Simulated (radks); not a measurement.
Spin polarisation of the 4f6 shell in Sm2+. Start: [Xe] 4f(up 3, down 3); electrons of 4f are moved from spin down to spin up, other shells keep equal spins. Method: scalar-relativistic Kohn-Sham, PBE, spin-polarised, spherical densities, point nucleus; computed with a radial shooting solver on a logarithmic mesh with Libxc functionals.

moment (Bohr magnetons) = 0: E - E(0) (eV) 0.000; e(4f up) (eV) -15.710; e(4f down) (eV) -15.710; 5p down minus up (eV) 0.000
moment (Bohr magnetons) = 1: E - E(0) (eV) -0.170; e(4f up) (eV) -16.031; e(4f down) (eV) -15.351; 5p down minus up (eV) 0.338
moment (Bohr magnetons) = 2: E - E(0) (eV) -0.681; e(4f up) (eV) -16.314; e(4f down) (eV) -14.955; 5p down minus up (eV) 0.677
moment (Bohr magnetons) = 3: E - E(0) (eV) -1.530; e(4f up) (eV) -16.556; e(4f down) (eV) -14.520; 5p down minus up (eV) 1.018
moment (Bohr magnetons) = 4: E - E(0) (eV) -2.718; e(4f up) (eV) -16.755; e(4f down) (eV) -14.046; 5p down minus up (eV) 1.362
moment (Bohr magnetons) = 5: E - E(0) (eV) -4.240; e(4f up) (eV) -16.907; e(4f down) (eV) -13.531; 5p down minus up (eV) 1.710
moment (Bohr magnetons) = 6: E - E(0) (eV) -6.095; e(4f up) (eV) -17.008; e(4f down) (eV) -12.972; 5p down minus up (eV) 2.064

At moment 6 the spin-polarisation energy is -6.095 eV and the 4f exchange splitting 4.036 eV, that is 0.673 eV per Bohr magneton; E = -I m^2/4 would give I = 0.677 eV.
